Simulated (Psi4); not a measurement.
H3BO2S, singlet, at a GFN2-xTB geometry; Psi4 with MP3/def2-SVP.

The Psi4 input:
```
memory 2 GB

molecule {
0 1
B    -0.35711622    0.23409380   -0.14503489
O    -1.52434652   -0.36581358   -0.45159981
H    -2.25687591    0.16960406   -0.75587755
O    -0.09673063    1.56159526   -0.22310111
H    -0.79214977    2.14822031   -0.52157474
S     0.99610353   -0.82598884    0.42577517
H     1.86556754    0.16127460    0.58783146
}

set {
  basis def2-svp
  freeze_core true
}

energy('mp3')
print_variables()
```

The log (banner, timings and long lists left out):

```
    Information: MP3 default algorithm changed to DF in August 2020. Use `set mp_type conv` for previous behavior.
    For method 'MP3', SCF Algorithm Type (re)set to DISK_DF.

   => Loading Basis Set <=

    Name: DEF2-SVP
    Role: ORBITAL
    Keyword: BASIS

         ---------------------------------------------------------
                                   SCF
               by Justin Turney, Rob Parrish, Andy Simmonett
                          and Daniel G. A. Smith
                              RHF Reference
         ---------------------------------------------------------

  ==> Geometry <==

    Molecular point group: c1
    Full point group: C1

    Geometry (in Angstrom), charge = 0, multiplicity = 1:

       Center              X                  Y                   Z               Mass
    ------------   -----------------  -----------------  -----------------  -----------------
         B           -0.367298736170     0.262383421234    -0.151822274696    11.009305360000
         O           -1.534529036170    -0.337523958766    -0.458387194696    15.994914619570
         H           -2.267058426170     0.197893681234    -0.762664934696     1.007825032230
         O           -0.106913146170     1.589884881234    -0.229888494696    15.994914619570
         H           -0.802332286170     2.176509931234    -0.528362124696     1.007825032230
         S            0.985921013830    -0.797699218766     0.418987785304    31.972071174400
         H            1.855385023830     0.189564221234     0.581044075304     1.007825032230

  Running in c1 symmetry.

  Rotational constants: A =      0.32944  B =      0.15605  C =      0.10589 [cm^-1]
  Rotational constants: A =   9876.35441  B =   4678.39397  C =   3174.59813 [MHz]
  Nuclear repulsion =  149.087461991631614

  Charge       = 0
  Multiplicity = 1
  Electrons    = 40
  Nalpha       = 20
  Nbeta        = 20

  ==> Algorithm <==

  SCF Algorithm Type is DISK_DF.
  DIIS enabled.
  MOM disabled.
  Fractional occupation disabled.
  Guess Type is SAD.
  Energy threshold   = 1.00e-08
  Density threshold  = 1.00e-08
  Integral threshold = 1.00e-12

  ==> Primary Basis <==

  Basis Set: DEF2-SVP
    Blend: DEF2-SVP
    Number of shells: 35
    Number of basis functions: 75
    Number of Cartesian functions: 79
    Spherical Harmonics?: true
    Max angular momentum: 2

   => Loading Basis Set <=

    Name: (DEF2-SVP AUX)
    Role: JKFIT
    Keyword: DF_BASIS_SCF

  ==> Integral Setup <==

  ==> DiskDFJK: Density-Fitted J/K Matrices <==

    J tasked:                  Yes
    K tasked:                  Yes
    wK tasked:                  No
    Integrals threads:           1
    Algorithm:                Core
    Integral Cache:           SAVE
    Schwarz Cutoff:          1E-12
    Fitting Condition:       1E-10

   => Auxiliary Basis Set <=

  Basis Set: (DEF2-SVP AUX)
    Blend: DEF2-UNIVERSAL-JKFIT
    Number of shells: 131
    Number of basis functions: 411
    Number of Cartesian functions: 490
    Spherical Harmonics?: true
    Max angular momentum: 4

  Minimum eigenvalue in the overlap matrix is 1.0962873007E-02.
  Reciprocal condition number of the overlap matrix is 2.3987649508E-03.
    Using symmetric orthogonalization.

  ==> Pre-Iterations <==

  SCF Guess: Superposition of Atomic Densities via on-the-fly atomic UHF (no occupation information).

   -------------------------
    Irrep   Nso     Nmo
   -------------------------
     A         75      75
   -------------------------
    Total      75      75
   -------------------------

  ==> Iterations <==

                           Total Energy        Delta E     RMS |[F,P]|

   @DF-RHF iter SAD:  -572.74402995361424   -5.72744e+02   0.00000e+00
   @DF-RHF iter   1:  -573.42758223292549   -6.83552e-01   7.42883e-03 DIIS/ADIIS
   @DF-RHF iter   2:  -573.53252087502028   -1.04939e-01   4.09219e-03 DIIS/ADIIS
   @DF-RHF iter   3:  -573.56574727559564   -3.32264e-02   5.23454e-04 DIIS/ADIIS
[...]
  @DF-RHF Final Energy:  -573.56720271549557
    Total Energy =                       -573.5672027154955686
  DIE_IF_NOT_CONVERGED          => (empty)
[...]
  PE                            => (empty)
  PPL_TYPE                      => (empty)
  PRINT                         => (empty)
  PRINT_NOONS                   => (empty)
  PROPERTIES                    => (empty)
  PROPERTIES_ORIGIN             => (empty)
  PUREAM                        => (empty)
  QCHF                          => (empty)
  QC_MODULE                     => (empty)
  RAS1                          => (empty)
  RAS2                          => (empty)
  RAS3                          => (empty)
  RAS4                          => (empty)
  READ_SCF_3INDEX               => (empty)
  REGULARIZATION                => (empty)
  REG_PARAM                     => (empty)
  RELATIVISTIC                  => (empty)
  REMP_A                        => (empty)
  RESTRICTED_DOCC               => (empty)
  RESTRICTED_UOCC               => (empty)
  RMS_MOGRAD_CONVERGENCE        => (empty)
  R_CONVERGENCE                 => (empty)
  SCF_TYPE                      => DISK_DF         !
  SCREENING                     => (empty)
  SCS_TYPE                      => (empty)
  SOCC                          => (empty)
  SOS_TYPE                      => (empty)
  TRIPLES_IABC_TYPE             => (empty)
  WFN                           => (empty)
  WFN_TYPE                      => DF-OMP3         !
  WRITER_FILE_LABEL             => (empty)
  ZORA_BASIS_TOLERANCE          => (empty)
  ZORA_NR_DEBUG                 => (empty)
  ZORA_PRUNING_SCHEME           => (empty)
  ZORA_RADIAL_POINTS            => (empty)
  ZORA_SPHERICAL_POINTS         => (empty)

	For this residual convergence, default PCG convergence is:     1.00e-07
	For this energy convergence, default residual convergence is:     3.16e-07

 ==============================================================================
 ==============================================================================
 ==============================================================================

                     DF-MP3
              Program Written by Ugur Bozkaya
              Latest Revision September 9, 2017

 ==============================================================================
 ==============================================================================
 ==============================================================================

	MO spaces...

	 FC   OCC   VIR   FV
	----------------------
	  8   12    55    0

	Number of basis functions in the DF-CC basis: 248

	Total memory requirement for DF+CC int:     20.54 MB

	Computing DF-MP2 energy ...
	=======================================================================
	Nuclear Repulsion Energy (a.u.)    :   149.08746199163161
	DF-HF Energy (a.u.)                :  -573.56720271549557
	REF Energy (a.u.)                  :  -573.56720271549557
	DF-MP2 Correlation Energy (a.u.)   :    -0.58320181093256
	DF-MP2 Total Energy (a.u.)         :  -574.15040452642813
	=======================================================================

	=======================================================================
	================ MP3 FINAL RESULTS ====================================
	=======================================================================
	Nuclear Repulsion Energy (a.u.)    :   149.08746199163161
	SCF Energy (a.u.)                  :  -573.56720271549557
	REF Energy (a.u.)                  :  -573.56720271549557
	3rd Order Energy (a.u.)            :    -0.02259924473583
	DF-MP2.5 Correlation Energy (a.u.) :    -0.59450143330048
	DF-MP2.5 Total Energy (a.u.)       :  -574.16170414879605
	DF-MP3 Correlation Energy (a.u.)   :    -0.60580105566841
	DF-MP3 Total Energy (a.u.)         :  -574.17300377116396
	=======================================================================

  Variable Map:
  ----------------------------------------------------------------------------
[...]
  Array Variable Map:
  ----------------------------------------------------------------------------
[...]
[...]
```
